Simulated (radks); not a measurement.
Results of a calculation; reference values are marked as such.
How relativity changes the ionisation of the scandium ion Sc+ ([Ar] 3d1 4s1) to Sc2+ ([Ar] 3d1). Spin-unpolarised spherical Kohn-Sham, PBE, point nucleus unless stated (finite: rms radius 3.5459 fm), a radial shooting solver on a logarithmic mesh with Libxc functionals. A level marked "c x" has the speed of light scaled by that factor and shares open shells by 2j + 1; other Dirac levels either fill j = l - 1/2 first or share by 2j + 1.

level                               E(Sc+) (hartree)  E(Sc2+) (hartree)  IE (eV)   HOMO  <r> HOMO (bohr)
non-rel.                                  -760.13280         -759.66629   12.694     4s            3.386
scalar-rel.                               -763.80295         -763.33374   12.768     4s            3.369
scalar-rel., finite nucleus               -763.80151         -763.33230   12.768     4s            3.369
Dirac, 2j+1 shares                        -763.80922         -763.34001   12.768  4s1/2            3.369
Dirac, low j first                        -763.80994         -763.34081   12.766  4s1/2            3.369
Dirac, 2j+1 shares, finite nucleus        -763.80777         -763.33857   12.768  4s1/2            3.369
Dirac, c x 0.75                           -766.72834         -766.25699   12.826  4s1/2            3.355
Dirac, c x 1.5                            -761.75632         -761.28862   12.727  4s1/2            3.379
Dirac, c x 5                              -760.27824         -759.81162   12.697  4s1/2            3.386

NIST Atomic Spectra Database: 12.800 eV (measured). The relativistic part of the total energy of Sc+ is -3.675 hartree (Dirac, 2j+1 shares, finite nucleus), 0.48 % of the non-relativistic value. Spin polarisation and multiplet splitting of open shells are left out at every level.

Beside tabulated values, note that spin-unpolarised runs miss the spin-polarisation part of the exchange energy of open shells.
